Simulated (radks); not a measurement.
Removal energies from the scandium ion Sc10+, [Ne] 3s1, by Delta-SCF beside the eigenvalue of the level emptied. All-electron calculation, scalar-relativistic Kohn-Sham, BLYP, spin-polarised, spherical densities, finite nucleus; Fermi nuclear charge, rms radius of each element as measured or else 0.836 A^(1/3) + 0.57 fm. Program: a radial shooting solver on a logarithmic mesh with Libxc functionals. Open shells are filled with parallel spins first.

| removed from | final configuration | Delta-SCF (eV) | -eigenvalue (eV) |
|---|---|---|---|
| 3s | [Ne] | 251.69 | 240.51 |
| 2p | [He] 2s2 2p5 3s1 | 652.80 | 618.70 |
| 2s | [He] 2s1 2p6 3s1 | 732.76 | 702.41 |
| 1s | 1s1 2s2 2p6 3s1 | 4757.5 | 4643.7 |
